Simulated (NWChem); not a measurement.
System: C3H7O, doublet; SMILES C[CH]CO

The following NWChem deck was run.

```
start job
memory heap 200 mb stack 900 mb global 1100 mb
geometry units angstroms noautoz
  C     -0.040817    -1.902668    -0.122374
  C      0.452231    -0.518701     0.081870
  C     -0.464627     0.649791     0.140320
  O      0.180358     1.876808    -0.079173
  H     -0.867642    -1.939649    -0.851718
  H      0.756673    -2.575234    -0.474212
  H     -0.433006    -2.349335     0.815008
  H      1.462426    -0.359389     0.477455
  H     -1.314467     0.490701    -0.560400
  H     -0.929125     0.731283     1.145376
  H      0.660509     1.799025    -0.910710
end
basis spherical
  * library 6-31g*
end
dft
  odft
  mult 2
  xc xpbe96 cpbe96
  iterations 150
  mulliken
end
task dft energy
```

Geometry: optimised at PBE0/def2-SVP, spin-unrestricted. No stability test was run on the SCF state.

### Question
Predict the main results of this run. (PBE/6-31G* (spherical d), spin-unrestricted.) Quantities: energy (Ha); highest occupied level (eV); lowest empty minus highest occupied level, either spin (eV); dipole (D); <S²>.

### Answer
| Quantity | Result |
|---|---|
| energy (Ha) | -193.42 |
| highest occupied level (eV) | -4.09 |
| lowest empty minus highest occupied level, either spin (eV) | 2.06 |
| dipole (D) | 1.62 |
| <S²> | 0.753 |
